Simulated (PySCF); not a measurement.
C2H4ClNOSi, SMILES C[Si@@H](Cl)OC#N.

Coordinates come from a PBE0-D3(BJ)/def2-SVP optimisation. The structure was generated by enumeration; whether it is a known compound was not checked. One conformer was computed; it need not be the lowest.

Vertical ionisation energy (IE) and electron affinity (EA) in eV. Rows of orbital energies are one-electron estimates. Where ΔSCF, EOM or ADC give a negative EA the extra electron is unbound and the value depends on the basis.

```csv
level,IE,EA
"−ε(HOMO), −ε(LUMO), CAM-B3LYP/def2-TZVP (PySCF)",?,?
"−ε(HOMO), −ε(LUMO), PBE/def2-TZVP (PySCF)",7.32,1.10
```

Question: Complete the blanks. (Estimate from the structure and the level; the computed values follow.)

Answer: 
- −ε(HOMO), −ε(LUMO), CAM-B3LYP/def2-TZVP (PySCF), IE: 10.18
- −ε(HOMO), −ε(LUMO), CAM-B3LYP/def2-TZVP (PySCF), EA: -0.87
